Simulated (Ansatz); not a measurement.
## Ligand exchange: GaH2Br + SnH3(NH2) → GaH2(NH2) + SnH3Br

Species: GaH2Br `[GaH2][Br]`, singlet; SnH3(NH2), singlet; GaH2(NH2), singlet; SnH3Br `[Br][SnH3]`, singlet. The partners trade Br for NH2: Ga–Br and Sn–NH2 bonds give way to Ga–NH2 and Sn–Br.

Shapes, held fixed at every level: PBE0-D4/def2-TZVP. Programs: Ansatz 0.2.0. The zero-point and thermal change to 298 K, harmonic and unscaled (PBE0-D4/def2-TZVP), is +0.9 kJ/mol.

(1) Estimate ΔH(298 K) of this reaction.

Results:

(1) The highest level, CCSD(T)/def2-TZVPP, gives ΔH(298 K) = -24.8 kJ/mol; the levels span -36.0 to -24.8. The column of differences is taken from that level and isn't an error. No measured value is set beside it here. For atoms past krypton def2 sets carry core potentials with scalar relativity. Relativity is left out for Br, Ga unless named. Correlated rows may include outer-core shells of Br, Ga, Sn, which these sets cover unevenly.

| level | kind | ΔH(298 K) (kJ/mol) | less CCSD(T)/def2-TZVPP |
| --- | --- | --- | --- |
| HF/def2-SVP | Hartree–Fock | -33.2 | -8.4 |
| r2SCAN-D4/def2-TZVPP | meta-GGA | -30.0 | -5.2 |
| B3LYP-D4/def2-TZVPP | global hybrid | -29.4 | -4.6 |
| r2SCAN0-D4/def2-TZVPP | global hybrid | -29.4 | -4.6 |
| wB97X-V/def2-TZVPP | range-separated hybrid | -28.6 | -3.8 |
| MP2/def2-SVP | perturbation theory | -36.0 | -11.2 |
| MP2/def2-TZVPP | perturbation theory | -26.4 | -1.6 |
| CCSD(T)/def2-TZVPP | coupled cluster or CI | -24.8 | 0.0 |
